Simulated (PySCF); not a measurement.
## Correlation energy of O²⁺ (oxygen, charge +2)

[He] 2s1 2p3, high-spin 5S determinant (an excited configuration). All numbers are calculated (PySCF 2.14, scalar relativity by spin-free X2C-1e, in x2c-QZVPPall). Frozen: nothing; 6 electrons correlated.

| level | correlation energy (mhartree) |
| --- | --- |
| CCSD | -58.80 |
| (T) | -0.18 |
| CCSD(T) | -58.98 |

Diagnostics: T1 = 0.00082, D1 = 0.0014, largest double amplitude 0.014.

Problem. Is a single reference adequate?

Solution. Yes: T1 lies below 0.03 and no double amplitude reaches 0.07.

This basis was not built for core-valence correlation, so the inner-shell part is incomplete.
